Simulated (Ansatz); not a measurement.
Consider the homolysis of the Al–O bond: `[OH][Al]([OH])[Br]` → `[OH][Al][Br]`• + `[OH]`•.

Program: Ansatz. Geometries: PBE0-D4/def2-TZVP. ΔE: electronic, gas phase. CBS: MP2 limit from def2 TZ/QZ plus the TZ coupled-cluster correction, frozen cores. This one scheme is used for every species. Functionals use def2-TZVPP. Open shells (•) are unrestricted, without spin–orbit coupling. For Br outer-core shells are correlated without core-valence functions, which leaves a few kJ/mol of doubt a bond. Scalar relativity is left out up to krypton. One conformer a species, not always the lowest.

CCSD(T)/CBS gives +132.2 kcal/mol.

(1) Another level gave +124.7 kcal/mol. Which?
A. BHLYP/def2-TZVPP
B. CAM-B3LYP-D4/def2-TZVPP
C. PBE0-D4/def2-TZVPP
D. revPBE/def2-TZVPP

Largest T1 diagnostic among the species: 0.012.

## Answers

(1) C. PBE0-D4 124.7, CAM-B3LYP-D4 128.6, revPBE 119.3, BHLYP 122.2 kcal/mol.

Leaving LDA and LC-ωPBE aside and taking each functional with its dispersion term where it has one, the values, not all of them listed here, spread over 9.7 kcal/mol, from revPBE-D4 to ωB97M-V. LDA lies +18.6 kcal/mol from PBE without D4, its usual overbinding. At CCSD(T), def2-SVP lies −8.4 kcal/mol from the extrapolated value and def2-TZVPP −3.4 kcal/mol: correlation converges slowly with the basis, and small sets miss more of it in the bonded molecule than in its fragments. From PBE to PBE0 (25 % exact exchange), in def2-TZVPP and without D4, ΔE moves by −1.3 kcal/mol: exact exchange takes away binding that semilocal exchange gives to molecules.
